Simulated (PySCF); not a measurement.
Name the molecule from its bond curve

A diatomic of charge -1 contains Br. Its triplet curve at PBE0 in a triple-zeta basis (no relativity, PySCF), in eV from the separated fragments:

```tsv
R (Å)	E (eV)
2.090	-1.282
2.187	-1.621
2.284	-1.800
2.357	-1.861
2.430	-1.877
2.503	-1.861
2.600	-1.803
2.722	-1.694
2.867	-1.536
3.062	-1.316
```

The fit gives ωe = 287 cm⁻¹ and the rotational constant Bₑ = 0.1387 cm⁻¹.

Task: Which atom is the partner?

Result: The minimum lies at 2.426 Å, so the reduced mass is 16.8576 u Å² cm⁻¹/(Bₑ·Re²) = 20.65 u. With Br at 78.92 u the partner weighs about 28.0 u: Si. The molecule is SiBr⁻.

Spin–orbit coupling is left out. The highest Kohn–Sham level is positive in this anion. Much of that is self-interaction error, but it also means that the finite basis helps to hold the extra electron. The state was picked by a PBE0 search and need not be the measured ground state.
